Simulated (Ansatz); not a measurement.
Total energies of (H3Ge)2NH (Ge2NH7) from Ansatz at r2SCAN-D4/def2-TZVPD, gas phase (1 Eh = 27.2114 eV = 2625.5 kJ/mol). The reference geometry is relaxed at PBE0-D4/def2-SVP.

| state | geometry | energy (Eh) |
| --- | --- | --- |
| charge 0 singlet | reference | -4212.93820 |
| charge -1 doublet | reference | -4212.90251 |
| free Ge atom (triplet) | – | -2076.90354 |
| free H atom (doublet) | – | -0.49993 |
| free N atom (quartet) | – | -54.58108 |

Task: Work out the vertical electron affinity, to the doublet.

Result: E(charge 0 singlet) − E(charge -1 doublet) = -4212.93820 − (-4212.90251) = -0.03569 Eh = -0.97 eV; negative, so the extra electron isn't bound.

Task: What is the binding energy per atom against free atoms?

Result: Atoms: 2 × (-2076.90354) + 7 × (-0.49993) + 1 × (-54.58108) = -4211.88767 Eh. Binding: -4211.88767 − (-4212.93820) = 1.05053 Eh = 28.59 eV, or 2.86 eV for each of 10 atoms (no zero-point energy, no counterpoise term).

At r2SCAN-D4/def2-TZVPD the highest occupied level of the charge -1 doublet lies above zero (up to 2.58 eV). By energy differences it is unbound by 0.97 eV (vertical, against the charge 0 singlet, at r2SCAN-D4/def2-TZVPD) and held by the finite basis.
